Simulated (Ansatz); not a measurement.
H3BOSi, SMILES `B[Si]O` (lower singlet) (charge 0, multiplicity 1). This singlet lies 0.48 eV below the relaxed triplet at the level frozen-core CCSD(T)/cc-pVTZ // PBE0-D3(BJ)/def2-TZVP (Ansatz, a first-principles code).

Level of theory: CAM-B3LYP/cc-pVTZ // PBE0-D3(BJ)/def2-TZVP (Ansatz).

Ansatz 0.2 input:
```yaml
crystal:
  periodic: [false, false, false]
  atoms:
    - { symbol: B, position_ang: [1.158035, 0.264862, 0.212392] }
    - { symbol: Si, position_ang: [-0.405695, -0.865048, -0.383735] }
    - { symbol: O, position_ang: [-1.659905, -0.050099, 0.348495] }
    - { symbol: H, position_ang: [1.818755, -0.035188, 1.169107] }
    - { symbol: H, position_ang: [1.607971, 1.13028, -0.487964] }
    - { symbol: H, position_ang: [-2.51916, -0.444806, 0.179852] }
basis:
  gaussian: { orbitals: cc-pVTZ }
hamiltonian:
  xc: cam_b3lyp
```

Output:

```
Functional definition: CAM-B3LYP
843 factors; their error is unknown
204 factors; integrals over basis functions are off by at most 1.6e-5 eV
mean field evaluation 1: about -10643.7243 eV, gradient 5.2e1 eV
mean field evaluation 2: about -10637.2805 eV, gradient 8.1e1 eV
mean field evaluation 4: about -10648.6033 eV, gradient 1.9e0 eV
mean field evaluation 8: about -10648.6195 eV, gradient 7.8e-2 eV
mean field evaluation 16: about -10648.6303 eV, gradient 5.6e-5 eV
mean field -10648.63026264 eV, -391.3299442513 hartree, gradient 5.6e-5 eV, S^2 0.000000; 0 other end points of the search recorded, 0 dependent functions left out
reference -10648.63037007 eV, -391.3299481992 hartree; 15, 15 occupied and 121, 121 virtual orbitals, 843 factors
Total energy: -10648.63037007 eV, -391.3299481992 hartree
```
